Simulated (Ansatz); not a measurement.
`[SiH3][SiH]([SiH3])[SiH3]` + `[OH][Ga]([OH])[SH]` → `[OH][Ga]([SH])[O][SiH3]` + `[SiH3][SiH2][SiH3]`  (cleavage of the Si–Si bond)

Program: Ansatz. Geometries: PBE0-D4/def2-TZVP. ΔE: electronic, gas phase. CCSD(T)/CBS is the MP2 limit (def2-TZVPP, def2-QZVPP) plus CCSD(T) − MP2 in def2-TZVPP, frozen cores. Functionals use def2-TZVPP. For Ga outer-core shells are correlated without core-valence functions, which leaves a few kJ/mol of doubt a bond. Scalar relativity is left out up to krypton. Each species was taken in one conformer, which may not be the lowest.

CCSD(T)/CBS gives -20.4 kcal/mol.

Problem. Another level gave -22.0 kcal/mol. Which?
A. SCS-MP2/def2-TZVPP
B. r2SCAN/def2-TZVPP
C. CCSD(T)/def2-TZVPP
D. B2PLYP/def2-TZVPP

Solution. D. B2PLYP -22.0, SCS-MP2/def2-TZVPP -23.4, CCSD(T)/def2-TZVPP -20.9, r2SCAN -19.0 kcal/mol.

Largest T1 diagnostic among the species: 0.014.

The D4 term adds +0.9 kcal/mol with B3LYP and +0.5 kcal/mol with PBE0; it sums over pairs of atoms, weighted by their polarisabilities, and B3LYP, whose exchange is more repulsive, gets the larger term. From PBE to PBE0 (25 % exact exchange), in def2-TZVPP and without D4, ΔE moves by −2.0 kcal/mol. In def2-TZVPP, CCSD(T) changes the Hartree–Fock value by +7.4 kcal/mol (the triples alone add +1.1 kcal/mol) and MP2 by +6.7 kcal/mol.

CCSD(T)/CBS has its own doubt, a few kJ/mol and more with outer-core shells, so smaller differences from it don't rank the levels.

B3LYP here is the variant with VWN-RPA as its local correlation; programs differ in this.
